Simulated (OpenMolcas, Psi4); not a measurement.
How methods differ on InH2OF (SMILES [OH][InH][F])

InH2OF has 5 atoms, charge 0, and is taken as a singlet. As SMILES, `[OH][InH][F]`. The coordinates come from a PBE0-D4/def2-TZVP relaxation. This is a higher conformer, about 10 kJ/mol above the lowest found by a separate search.

```tsv
atom	x (Å)	y (Å)	z (Å)
O	-1.2795	-0.3459	-0.5774
In	0.4801	0.0425	0.2100
F	1.1859	-1.6547	0.8415
H	-1.7252	0.4298	-0.9257
H	1.3885	1.4547	0.4102
```

Quantity: the dipole moment, in D. The values are calculated.

```tsv
level	kind	program	value (D)	CPU time
BLYP/def2-SVP (core potential)	GGA	Psi4	3.78	21 s
revPBE/def2-SVP (core potential)	GGA	OpenMolcas	3.80	13 s
M06-L/def2-SVP (core potential)	meta-GGA	Psi4	4.09	35 s
M06-2X/def2-SVP (core potential)	hybrid meta-GGA	OpenMolcas	4.34	15 s
TPSSh/def2-SVP (core potential)	hybrid meta-GGA	Psi4	3.97	32 s
HSE06/def2-SVP (core potential)	range-separated hybrid	Psi4	4.17	57 s
wB97X-D/def2-SVP (density fitting, core potential)	range-separated hybrid	Psi4	4.23	6 s
wB97X/def2-SVP (core potential)	range-separated hybrid	Psi4	4.21	16 s
```

The values span 3.78 to 4.34 D. Magnitudes only. Times are those of the runs behind each value, whatever else they computed, on shared processors of several kinds: orders of magnitude only.
